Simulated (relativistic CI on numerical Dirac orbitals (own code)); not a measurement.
Method of calculation: Dirac-Coulomb-Breit CI, KLI orbitals optimised for each configuration, model QED, unscaled Slater integrals (own radial code, finite nucleus).

The strongest absorption lines from the ground level of an ion, among the configurations computed and to levels below about 4060 eV (vacuum wavelength in Å, gf): 3.0740 (0.048), 3.0923 (0.031), 3.5403 (0.1), 3.5830 (0.068), 4.9339 (0.33), 5.1026 (0.25), 37.072 (0.49), 94.569 (0.091).

(1) Which ion is it?
A. Tb⁵²⁺
B. Tb⁵⁴⁺
C. Cs⁴⁴⁺
D. Re⁶⁴⁺

Answers

(1) B. Tb⁵⁴⁺ has 11 electrons and the ground level 3s ²S1/2; the strongest line goes to 3p ²P°3/2. The pattern of lines fixes the number of electrons, and along that sequence the line energies rise steadily with the charge (about as its square where n changes within one kind of shell, about linearly where n is kept but much faster in heavy ions where fine structure, which grows about as Z⁴, sets the gap, and irregularly where shells cross), which fixes Z. Configurations outside the model, such as inner-shell arrays, can give stronger lines. At this charge energies of transitions that change n are usually good to better than 1 %, and those within a shell (Δn = 0) to a few per cent.
